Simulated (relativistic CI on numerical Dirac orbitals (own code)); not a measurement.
Lu⁺: calculation against measurement

Computed by Dirac-Coulomb-Breit CI, separate exchange-only KLI orbitals for each configuration, a model potential for QED, valence Slater integrals scaled by 0.85, P86 correlation energy added to each configuration (own radial code, finite nucleus).

CI space (outside the closed core [Xe]): 4f14 6s2, 4f14 6s 5d, 4f14 6s 6p, 4f14 5d 6p, 4f14 6s 7s, 4f14 6s 6d, 4f14 5d 5f, 4f14 6s 7p, 4f13 6s2 5d, 4f14 6s 8s, 4f14 6s 5f, 4f14 6s 7d, 4f14 6p 6d, 4f14 6s 8p, 4f14 6s 6f, 4f14 6s 5g, 4f14 6s 9s, 4f14 6s 8d, 4f14 6p 7s, 4f13 6s2 6p, 4f14 5d2, 4f13 5d3, 4f14 6p2, 4f13 5d 6p2, 4f14 5d 6d, 4f13 5d2 6d, 4f14 6d2, 4f13 5d 6d2, 4f14 5d 7s, 4f13 5d2 7s, 4f14 5f2, 4f13 5d 5f2, 4f14 5f 6p, 4f13 5d 5f 6p. Double excitations out of closed p, d and f shells are left out; levels of such configurations are missing from the list, as are those of other unlisted configurations, and high levels can miss mixing partners. These lack a partner that the ground configuration has and come out too high: 4f13 6s2 6p.

| Configuration | Term (tabulated) | J | Measured (cm⁻¹) | Computed | Error | Purity (%) |
| --- | --- | --- | --- | --- | --- | --- |
| 4f14 6s2 | 1S | 0 | 0.0 | 0 | 0 | 95 |
| 4f14 6s 5d | 3D | 1 | 11796.2 | 11022 | -774 | 100 |
| 4f14 6s 5d | 3D | 2 | 12435.3 | 11498 | -937 | 96 |
| 4f14 6s 5d | 3D | 3 | 14199.1 | 12639 | -1560 | 100 |
| 4f14 6s 5d | 1D | 2 | 17332.6 | 15774 | -1559 | 83 |
| 4f14 6s 6p | 3P° | 0 | 27264.4 | 23342 | -3923 | 97 |
| 4f14 6s 6p | 3P° | 1 | 28503.2 | 24471 | -4033 | 92 |
| 4f14 5d2 | 3F | 2 | 29406.7 | 27427 | -1980 | 99 |
| 4f14 5d2 | 3F | 3 | 30889.1 | 28271 | -2619 | 100 |
| 4f14 6s 6p | 3P° | 2 | 32453.3 | 27924 | -4529 | 96 |
| 4f14 5d2 | 3F | 4 | 32503.6 | 29310 | -3193 | 99 |
| 4f14 5d2 | 3P | 0 | 35652.1 | 33303 | -2349 | 95 |
| 4f14 5d2 | 3P † | 1 | 36557.1 | 33814 | -2743 | 98 |
| 4f14 6s 6p | 1P° | 1 | 38223.5 | 33708 | -4515 | 62 |
| 4f14 5d2 | 3P † | 2 | 38574.9 | 33821 | -4754 | 61 |
| 4f14 5d 6p | 3F° | 2 | 41225.0 | 38034 | -3191 | 68 |
| 4f14 5d 6p | 3F° | 3 | 44918.7 | 41075 | -3844 | 94 |
| 4f14 5d 6p | 1D° | 2 | 45458.6 | 41438 | -4020 | 62 |
| 4f14 5d 6p | 3D° | 1 | 45532.3 | 42016 | -3516 | 94 |
| 4f14 5d 6p | 3D° | 2 | 46904.4 | 43016 | -3888 | 90 |
| 4f14 5d 6p | 3F° | 4 | 48536.8 | 43990 | -4547 | 100 |
| 4f14 5d 6p | 3D° | 3 | 48733.2 | 44610 | -4124 | 90 |
| 4f14 5d 6p | 3P° | 0 | 49963.6 | 46131 | -3833 | 97 |
| 4f14 5d 6p | 3P° | 1 | 50049.2 | 46204 | -3845 | 94 |
| 4f14 5d 6p | 3P° | 2 | 51201.7 | 46793 | -4408 | 86 |
| 4f14 5d 6p | 1F° | 3 | 53079.3 | 49979 | -3100 | 92 |
| 4f14 5d 6p | 1P° | 1 | 59122.4 | 56638 | -2485 | 63 |
| 4f14 6s 7s | 3S | 1 | 63774.3 | 62040 | -1734 | 98 |
| 4f14 6s 7s | 1S | 0 | 68988.8 | 64753 | -4236 | 61 |

Measured levels from NIST Handbook of Basic Atomic Spectroscopic Data (Sansonetti and Martin, J. Phys. Chem. Ref. Data 34, 1559 (2005)); pairs were made by configuration, J and term (by order where the table uses no LS term), so strongly mixed levels may be paired wrongly.

Mean error by configuration (cm⁻¹): 4f14 6s 5d -1207; 4f14 6s 6p -4250; 4f14 5d2 -2535; 4f14 5d 6p -3733; 4f14 6s 7s -2985. Over the excited levels the mean absolute error is 3182 cm⁻¹ (28 of the 29 excited levels that our extract of the source holds in range could be paired, and the others can miss by more), and the median relative error of those above 1,000 cm⁻¹ is 8.4 %. † marks terms whose computed intervals miss the measured ones by more than a factor of 2.5, or configurations far off the rest, from wrong mixing, a near crossing or a doubtful label or measurement; they are left out of the means.

Transition probabilities of persistent lines. The last column rescales the computed rate by the cube of measured over computed energy:

```tsv
λ measured (Å)	Lower	Upper	A tabulated (s⁻¹)	A computed	A rescaled
2195.54 air	4f14 6s2 1S_0	4f14 5d 6p 3D°_1	7.14e+07	2.04e+07	2.59e+07
2615.42 air	4f14 6s2 1S_0	4f14 6s 6p 1P°_1	4.53e+08	3.74e+08	5.46e+08
2754.17 air	4f14 6s 5d 3D_2	4f14 5d 6p 3D°_3	9.20e+07	9.28e+07	1.22e+08
2894.84 air	4f14 6s 5d 3D_3	4f14 5d 6p 3D°_3	1.66e+08	1.95e+08	2.46e+08
2911.39 air	4f14 6s 5d 3D_3	4f14 5d 6p 3F°_4	2.42e+08	2.57e+08	3.38e+08
3077.60 air	4f14 6s 5d 3D_2	4f14 5d 6p 3F°_3	1.24e+08	1.47e+08	1.95e+08
3254.31 air	4f14 6s 5d 3D_3	4f14 5d 6p 3F°_3	6.00e+07	5.59e+07	7.04e+07
3507.39 air	4f14 6s2 1S_0	4f14 6s 6p 3P°_1	1.25e+07	6.23e+06	9.85e+06
6221.87 air	4f14 6s 5d 3D_2	4f14 6s 6p 3P°_1	9.90e+06	7.48e+06	1.42e+07
```
